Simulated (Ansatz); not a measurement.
Molecule: sum formula HSiO, net charge -1, singlet state. 
Structure (B3LYP-D3(BJ)/def2-TZVP (Ansatz, a first-principles code) minimum search):
```
O
H 1 0.9582
Si 1 1.7528 2 105.99
```
Charge -1, spin multiplicity 1.

Basis-set convergence of Hartree-Fock and CCSD correlation energies (hartree) with Ansatz. Valence correlation only, unless marked. Spin-orbit coupling is left out. Non-relativistic. This anion needs diffuse functions, which these sets lack.

The Hartree-Fock reference is unstable (checked in the largest basis), which strains HF and MP2. 

```json
[
 {"basis": "cc-pV(D+d)Z", "functions": "42", "E(HF)": "-364.29375", "E(corr, CCSD)": "-0.29501"},
 {"basis": "cc-pV(T+d)Z", "functions": "83", "E(HF)": "-364.34172", "E(corr, CCSD)": "-0.37182"},
 {"basis": "cc-pV(Q+d)Z", "functions": "149", "E(HF)": "-364.36290", "E(corr, CCSD)": "-0.39576"},
 {"basis": "cc-pV(5+d)Z", "functions": "246", "E(HF)": "(withheld)", "E(corr, CCSD)": "(withheld)"}
]
```

Problem. Complete the blanks.

Solution. 
- cc-pV(5+d)Z, E(HF): -364.36737
- cc-pV(5+d)Z, E(corr, CCSD): -0.40436
